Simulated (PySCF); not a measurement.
C₉H₈ClN.
Bonds: C1–C2, C2–C3 (aromatic), C3–C4 (aromatic), C4–C5 (aromatic), C5–C6 (aromatic), C6–C7 (aromatic), C7–Cl8, C7–C9 (aromatic), C9–C10 (aromatic), C10–N11 (aromatic), C2–N11 (aromatic), C5–N11 (aromatic). Hydrogens: H12, H13, H14 on C1; H15 on C3; H16 on C4; H17 on C6; H18 on C9; H19 on C10.

Level of theory: PySCF 2.14.0, PBE0-D3(BJ)/def2-SVP geometry optimisation, gas phase.

Q: List the bond lengths and angles at this level.

A: 
```csv
bond,length (pm)
C1–C2,148.4
C2–C3,138.8
C3–C4,140.9
C4–C5,139.1
C5–C6,141.4
C6–C7,137.0
C7–Cl8,173.1
C7–C9,142.5
C9–C10,136.2
C10–N11,136.9
C2–N11,137.4
C5–N11,140.9
"C1–H12, C1–H13, C1–H14",110.2
C3–H15,108.9
C4–H16,108.7
C6–H17,109.0
C9–H18,108.9
C10–H19,109.0
```

Bonds in one row agree within 1 pm and their mean is given. A selection of angles:
```csv
angle,degrees
C1–C2–C3,131.1
C1–C2–N11,122.0
C3–C2–N11,107.0
C2–C3–C4,109.2
C3–C4–C5,107.1
C4–C5–C6,134.6
C4–C5–N11,107.1
C6–C5–N11,118.3
C5–C6–C7,119.6
C6–C7–Cl8,120.8
C6–C7–C9,120.7
Cl8–C7–C9,118.5
C7–C9–C10,119.5
C9–C10–N11,120.5
C2–N11–C10,129.0
C2–N11–C5,109.6
C5–N11–C10,121.4
```

The 8 C–C bonds span 1.362 Å (C9–C10, aromatic) to 1.484 Å (C1–C2, drawn single), a spread of 0.122 Å. The 5-membered ring C2–C3–C4–C5–N11 has internal angles of 107.0° to 109.6° (sum 540°, against 540° for a flat polygon); it is planar, 0.00 Å rms from its mean plane, widest ring torsion 0°. Of the pairs four or more bonds apart, C1···H19 is among the closest relative to their van der Waals radii: 2.69 Å, 93 % of the sum of Bondi's values. The 6-membered ring C5–C6–C7–C9–C10–N11 has internal angles of 118.3° to 121.4° (sum 720°, against 720° for a flat polygon); it is planar, 0.00 Å rms from its mean plane, widest ring torsion 0°. N11 (pyrrole-type nitrogen) is planar (angles 129.0°, 121.4° and 109.6°, sum 360.0°, 0.00 Å off the plane of its three neighbours). The 11 heavy atoms lie in one plane (0.001 Å rms). The C–N distances run from 1.369 Å (C10–N11, aromatic) to 1.409 Å (C5–N11, aromatic), a spread of 0.040 Å.

Point group: Cs (every atom within 0.08 Å of its image). Not checked by PBE0-D3(BJ)/def2-SVP frequencies.
